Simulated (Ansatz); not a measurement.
Isolated molecules relaxed with PBE0-D4/def2-TZVP in Ansatz; ΔE leaves out vibrations. CCSD(T)/CBS adds triple-zeta CCSD(T) − MP2 to the extrapolated MP2 energy (def2 sets, frozen cores). This one scheme is used for every species. For Se outer-core shells are correlated without core-valence functions, which leaves a few kJ/mol of doubt a bond. Scalar relativity is left out up to krypton. One conformer a species, not always the lowest.

`CO[SiH2][SiH3]` + `C[SeH]` → `CO[SiH2][Se]C` + SiH₄  (cleavage of the Si–Si bond)

```csv
species,CCSD(T)/CBS(def2) energy (Eh)
`CO[SiH2][SiH3]`,-696.20864
`C[SeH]`,-2441.15625
`CO[SiH2][Se]C`,-2845.93182
SiH₄,-291.46306
```

Q: Work out ΔE.

A: ΔE = (-2845.93182) + (-291.46306) − (-696.20864) − (-2441.15625) = -0.02999 Eh = -78.7 kJ/mol.

Largest T1 diagnostic among the species: 0.012.

The D4 term adds −7.3 kJ/mol with B3LYP and −4.2 kJ/mol with PBE0; it sums over pairs of atoms, weighted by their polarisabilities, and B3LYP, whose exchange is more repulsive, gets the larger term.

B3LYP here is the variant with VWN-RPA as its local correlation; programs differ in this.
